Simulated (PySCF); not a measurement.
C2Cl2F2, SMILES F/C(Cl)=C(/F)Cl.

Geometry optimised at B3LYP-D3(BJ)/def2-SVP.

All values below come from TDDFT-PBE/def2-SVPD run with PySCF.

Vertical excitations.  State labels are in the subgroup C2h.

```json
[
 {"state": "S1", "symmetry": "Bg", "energy (eV)": "4.94", "λ (nm)": "251", "f": "0.000", "main pairs": "HOMO→LUMO 100 %"},
 {"state": "S2", "symmetry": "Au", "energy (eV)": "5.95", "λ (nm)": "208", "f": "0.001", "main pairs": "HOMO→LUMO+2 98 %"},
 {"state": "S3", "symmetry": "Bu", "energy (eV)": "6.35", "λ (nm)": "195", "f": "0.341", "main pairs": "HOMO→LUMO+1 87 %"},
 {"state": "S4", "symmetry": "Au", "energy (eV)": "6.64", "λ (nm)": "187", "f": "0.004", "main pairs": "HOMO→LUMO+4 99 %"},
 {"state": "S5", "symmetry": "Bg", "energy (eV)": "6.70", "λ (nm)": "185", "f": "0.000", "main pairs": "HOMO→LUMO+3 99 %"},
 {"state": "S6", "symmetry": "Bg", "energy (eV)": "7.03", "λ (nm)": "176", "f": "0.000", "main pairs": "HOMO−1→LUMO+1 100 %"},
 {"state": "S7", "symmetry": "Bu", "energy (eV)": "7.18", "λ (nm)": "173", "f": "0.098", "main pairs": "HOMO−1→LUMO 93 %"},
 {"state": "S8", "symmetry": "Bg", "energy (eV)": "7.39", "λ (nm)": "168", "f": "0.000", "main pairs": "HOMO→LUMO+5 99 %"},
 {"state": "S9", "symmetry": "Au", "energy (eV)": "7.48", "λ (nm)": "166", "f": "0.000", "main pairs": "HOMO−2→LUMO+1 99 %"},
 {"state": "S10", "symmetry": "Ag", "energy (eV)": "7.53", "λ (nm)": "165", "f": "0.000", "main pairs": "HOMO−2→LUMO 91 %"},
 {"state": "T1", "symmetry": "Bu", "energy (eV)": "4.02", "λ (nm)": "309", "f": "0", "main pairs": "HOMO→LUMO+1 99 %"},
 {"state": "T2", "symmetry": "Bg", "energy (eV)": "4.44", "λ (nm)": "279", "f": "0", "main pairs": "HOMO→LUMO 100 %"},
 {"state": "T3", "symmetry": "Au", "energy (eV)": "5.59", "λ (nm)": "222", "f": "0", "main pairs": "HOMO→LUMO+2 99 %"},
 {"state": "T4", "symmetry": "Bg", "energy (eV)": "6.25", "λ (nm)": "198", "f": "0", "main pairs": "HOMO→LUMO+3 99 %"}
]
```
Triplets are in the Tamm–Dancoff approximation, which puts them higher than full response would, so one can lie above its singlet here.
